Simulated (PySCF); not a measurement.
## Pr(2+): ionisation energy

Pr(2+) [Xe] 4f3 (high-spin determinant) → Pr(3+) [Xe] 4f2 (high-spin determinant), as a difference of total energies. Calculation: PySCF 2.14, in x2c-TZVPPall with one added diffuse shell each of s, p, d, f type (12s8p8d5f2g, 129 functions); the spin-free X2C one-electron Hamiltonian (Gaussian nucleus). Correlated levels: valence: [Kr] 4d10 frozen; valence and next inner shell: [Ar] 3d10 frozen. The calculations carry no spin-orbit coupling.

```csv
method,ionisation energy (eV),plus first-order spin-orbit estimate,error of that sum (eV)
UHF,19.415,19.430,-2.194
LDA,22.830,22.844,+1.220
PBE,22.623,22.637,+1.013
PBE0,22.084,22.099,+0.475
r2SCAN,22.602,22.617,+0.993
MP2 (valence),20.734,20.749,-0.875
SCS-MP2 (valence),20.372,20.387,-1.237
MP2 (valence and next inner shell),20.917,20.932,-0.692
SCS-MP2 (valence and next inner shell),20.562,20.577,-1.047
```

Reference: 21.624 eV (measured; NIST Atomic Spectra Database, ionization energies).

A first-order spin-orbit estimate (lowest level to lowest level, LS coupling) adds 0.015 eV.

Errors of the correlated levels include the incompleteness of this basis and the frozen core.

The determinant of Pr(3+) and of Pr(2+) mixes LS terms, which raises its energy above the lowest term, most at the Hartree-Fock and MP2 levels.
